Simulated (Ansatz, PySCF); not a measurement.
Gas-phase reaction (SMILES): Cl[Si](Cl)(Cl)N[Si](Cl)(Cl)Cl + [H][H] (H2) -> Cl[SiH](Cl)Cl [trichlorosilane] + N[Si](Cl)(Cl)Cl; hydrogen cleaves one Si-N bond, a model of a ligand-exchange step.

Each molecule is optimised on its own at B3LYP-D3(BJ)/def2-TZVP (Ansatz, an electronic-structure program), one conformer each, not searched for the lowest. Valence correlation only, unless marked. No spin-orbit coupling. No relativistic terms. CBS marks a two-point X^-3 extrapolation of the correlation energy; Hartree-Fock from the larger set. [CCSD(T)-MP2]/basis is that difference in the basis named. Thermal terms are rigid-rotor harmonic-oscillator values from B3LYP-D3(BJ) frequencies (Ansatz or PySCF) at 298.15 K and 1 atm. 1 Eh = 627.5095 kcal/mol.

```json
[
 {"species": "Cl[Si](Cl)(Cl)N[Si](Cl)(Cl)Cl", "E, RI-MP2/CBS(aug-cc-pV(T+d)Z,aug-cc-pV(Q+d)Z)+[CCSD(T)-MP2]/aug-cc-pV(T+d)Z (Ansatz) (Eh)": "-3392.51232", "E, wB97M-V/def2-TZVPD (Ansatz) (Eh)": "-3395.90965", "H - E (Eh)": "0.04177"},
 {"species": "[H][H] (H2)", "E, RI-MP2/CBS(aug-cc-pV(T+d)Z,aug-cc-pV(Q+d)Z)+[CCSD(T)-MP2]/aug-cc-pV(T+d)Z (Ansatz) (Eh)": "-1.17524", "E, wB97M-V/def2-TZVPD (Ansatz) (Eh)": "-1.16077", "H - E (Eh)": "0.01336"},
 {"species": "Cl[SiH](Cl)Cl", "E, RI-MP2/CBS(aug-cc-pV(T+d)Z,aug-cc-pV(Q+d)Z)+[CCSD(T)-MP2]/aug-cc-pV(T+d)Z (Ansatz) (Eh)": "-1669.15862", "E, wB97M-V/def2-TZVPD (Ansatz) (Eh)": "-1670.82166", "H - E (Eh)": "0.02027"},
 {"species": "N[Si](Cl)(Cl)Cl", "E, RI-MP2/CBS(aug-cc-pV(T+d)Z,aug-cc-pV(Q+d)Z)+[CCSD(T)-MP2]/aug-cc-pV(T+d)Z (Ansatz) (Eh)": "-1724.50925", "E, wB97M-V/def2-TZVPD (Ansatz) (Eh)": "-1726.22954", "H - E (Eh)": "0.03959"}
]
```

Problem. Work out ΔE and ΔH at 298.15 K at the first level, then ΔH at the second.

Solution. 
1. ΔE = [(-1669.15862) + (-1724.50925)] - [(-3392.51232) + (-1.17524)] = 0.01969 Eh = 12.4 kcal/mol at RI-MP2/CBS(aug-cc-pV(T+d)Z,aug-cc-pV(Q+d)Z)+[CCSD(T)-MP2]/aug-cc-pV(T+d)Z.
2. The terms H - E add up to 0.00473 Eh, so ΔH = (0.01969 + (0.00473))×627.5095 = 15.3 kcal/mol.
3. At wB97M-V/def2-TZVPD the same steps give ΔE = 12.1 and ΔH = 15.0 kcal/mol, a shift of -0.3 from the first level.
4. These values are not checked against measurement here, since the tables used lack a sound gas-phase enthalpy of formation for at least one species.
